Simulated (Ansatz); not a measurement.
Saddle search on AlH2Cl3O2, closed shell by partitioned rational-function steps on PBE0-D4/def2-TZVP gradients (Ansatz 0.2.0), from this start:

```
atom    x (Å)    y (Å)    z (Å)
 Al1  -0.2875  -0.7421  -0.1186
 Cl2  -2.1315   0.8983  -0.6465
 Cl3   0.1714  -1.7720  -1.8815
 Cl4  -1.0687  -1.7917   1.5100
  H5  -1.2007   1.6298  -0.0727
  O6   0.4975   0.8234   0.1225
  O7   1.6504   0.3397   0.8386
  H8   2.3691   0.6146   0.2484
```

| step | energy less the last (meV) | largest force (eV/Å) | curvature followed (eV/Å²) |
| --- | --- | --- | --- |
| 1 | -8.3 | 0.246 | -0.27 |
| 2 | 8.6 | 0.335 | 0.02 |
| 3 | 18.9 | 0.262 | -0.09 |
| 4 | 24.3 | 0.266 | -0.04 |
| 5 | 29.1 | 0.203 | -0.14 |
| 6 | 25.1 | 0.207 | -0.45 |
| 7 | 17.2 | 0.251 | -0.11 |
| 8 | 21.0 | 0.370 | -0.35 |
| 9 | 8.1 | 0.211 | -0.11 |
| 10 | -6.4 | 0.299 | -0.82 |
| 11 | 0.6 | 0.200 | -0.86 |
| 12 | -0.2 | 0.071 | -0.25 |
| 13 | 0.7 | 0.098 | -0.05 |
| 14 | 7.2 | 0.315 | -0.05 |
| 15 | 0.3 | 0.058 | -0.08 |
| 16 | 4.8 | 0.357 | -0.09 |
| 17 | 4.3 | 0.259 | 0.01 |
| 18 | 3.5 | 0.318 | -0.29 |
| 19 | 0.6 | 0.113 | -0.48 |
| 20 | 0.1 | 0.039 | -0.18 |
| 21 | 0.2 | 0.022 | -0.14 |
| 22 | 0.1 | 0.011 | -0.14 |
| 23 | 0.0 | 0.013 | -0.17 |
| 24 | 0.0 | 0.004 | -0.16 |

The search ended at:

```xyz
8
angstrom
Al -0.3665 -0.7846 -0.1779
Cl -2.0787 0.9215 -0.6143
Cl -0.0456 -1.8274 -1.9543
Cl -1.0169 -1.8235 1.5038
H -1.0031 1.5133 -0.0943
O 0.5183 0.7254 0.0509
O 1.6312 0.4819 0.9181
H 2.3614 0.7933 0.3682
```
